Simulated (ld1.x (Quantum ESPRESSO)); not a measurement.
mercury: one change to an RRKJ potential, before and after

```json
{
  "Element": "Hg",
  "Generator": "ld1.x (Quantum ESPRESSO) 7.5",
  "Type": "norm-conserving RRKJ (Kleinman–Bylander form)",
  "Functional": "LDA (PZ)",
  "Relativity": "fully relativistic",
  "Frozen core": "[Kr] 4d10 4f14 5s2",
  "Valence charge": "18",
  "Reference configuration": "5p6 5d10 6s2 6p0",
  "Partial waves": "6s (bound): rc 1.95 bohr; 5p (bound): rc 1.70 bohr; 5d (bound): rc 1.80 bohr",
  "Local potential": "all-electron potential smoothed inside 1.65 bohr (lloc = -1)",
  "Core correction": "none",
  "rho0": "0.005"
}
```

Open shells are filled in proportion to 2j + 1 (rel_dist='average').

Change: reference 5p6 5d10 6s1.5 6p0.5.

Cutoffs: the cutoffs (Ry, on a coarse ladder) from which the occupation-weighted sum of valence levels, in a spherical-Bessel basis at the reference potential, stays within 10 and 1 mRy of its value at 400 Ry; they do not see the model core or the augmentation charge, which bear on the density cutoff. Errors are all-electron minus pseudo energies relative to the spin-unpolarised reference configuration.

Problem. What does the change do?

Solution. The potential gets neither clearly harder nor softer (45 Ry and 50 Ry → 45 Ry and 50 Ry); both files keep a bound ghost (s); the miss of the reference levels goes from 0.00 to 0.34 eV.

| quantity | base | changed |
| --- | --- | --- |
| cutoff, loose | 45 Ry | 45 Ry |
| cutoff, tight | 50 Ry | 50 Ry |
| bound ghosts | s | s |
| largest miss of a reference level, eV | 0.00 | 0.34 |
| largest error over its own tests, meV | -309 | +262 |
| s: phases at 2.14 bohr within 0.05 rad from the reference energy up to (Ry; the scan ends near 5) | 4.0 | 4.0 |
| p1/2: phases at 2.14 bohr within 0.05 rad from the reference energy up to (Ry; the scan ends near 5) | -0.5 | -0.6 |
| p3/2: phases at 2.14 bohr within 0.05 rad from the reference energy up to (Ry; the scan ends near 5) | -0.6 | -0.9 |
| d3/2: phases at 2.14 bohr within 0.05 rad from the reference energy up to (Ry; the scan ends near 5) | to the end of the scan | to the end of the scan |
| d5/2: phases at 2.14 bohr within 0.05 rad from the reference energy up to (Ry; the scan ends near 5) | to the end of the scan | to the end of the scan |

Changed file: The 6p level has no wave, so the channel is fitted at the deeper level alone: the likely source of the large errors. A true bound ghost makes a file unfit for plane-wave use even where its test errors are small: the radial tests pick states by their node count and pass the ghost by.
